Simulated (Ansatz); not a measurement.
`CB(N)[SiH2]O` + `CO[SiH](O)O` → `CO[SiH](O)O[SiH2]O` + `CBN`  (cleavage of the Si–B bond)

Computed with Ansatz on PBE0-D4/def2-TZVP structures; ΔE is electronic, products minus reactants. CCSD(T)/CBS adds triple-zeta CCSD(T) − MP2 to the extrapolated MP2 energy (def2 sets, frozen cores). DFT in def2-TZVPP. B3LYP here is the variant with VWN-RPA as its local correlation; programs differ in this. Each species was taken in one conformer, which may not be the lowest.

Q: Is it downhill or uphill in electronic energy at CCSD(T)/CBS, and by how much? (An estimate is asked.)

A: The calculation gave: Downhill: ΔE = -162.0 kJ/mol.

Q: What do these levels give: ωB97X-V, ωB97M-V, PBE, r2SCAN, PBE0, B3LYP, MP2/def2-TZVPP, SCS-MP2/def2-TZVPP, CCSD/def2-TZVPP, HF/def2-QZVPP, MP2/def2-QZVPP, SCS-MP2/def2-QZVPP? (Best estimate.)

A: Ansatz gave: ωB97X-V -159.2, ωB97M-V -163.8, PBE -135.3, r2SCAN -157.9, PBE0 -145.4, B3LYP -158.9, MP2/def2-TZVPP -167.2, SCS-MP2/def2-TZVPP -169.0, CCSD/def2-TZVPP -164.6, HF/def2-QZVPP -186.5, MP2/def2-QZVPP -168.2, SCS-MP2/def2-QZVPP -169.9 kJ/mol.

Largest T1 diagnostic among the species: 0.012.

In def2-TZVPP, CCSD(T) changes the Hartree–Fock value by +22.3 kJ/mol (the triples alone add +2.8 kJ/mol) and MP2 by +16.9 kJ/mol. From PBE to PBE0 (25 % exact exchange), in def2-TZVPP and without D4, ΔE moves by −10.1 kJ/mol. The D4 term adds −3.3 kJ/mol with B3LYP and −1.9 kJ/mol with PBE0; it sums over pairs of atoms, weighted by their polarisabilities, and B3LYP, whose exchange is more repulsive, gets the larger term.
